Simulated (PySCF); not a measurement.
**Electron correlation in Ni (nickel, neutral)**

[Ar] 3d8 4s2, high-spin 3F determinant. All numbers are calculated (PySCF 2.14, the non-relativistic Hamiltonian (point nucleus), in def2-QZVPPD (11s6p5d4f2g, 100 functions)). Frozen: [Ar]; 10 electrons correlated.

MP2 pair energies summed by pair of shells (mhartree):

```
 pair   energy  share (%)
3d-3d  -270.20       80.1
3d-4s   -43.69       13.0
4s-4s   -23.48        7.0
```

Total MP2 correlation energy: -337.38 mhartree.

Same-spin part -119.70 and opposite-spin part -217.68 mhartree; SCS-MP2 scales them by 1/3 and 6/5 to -301.11 mhartree.
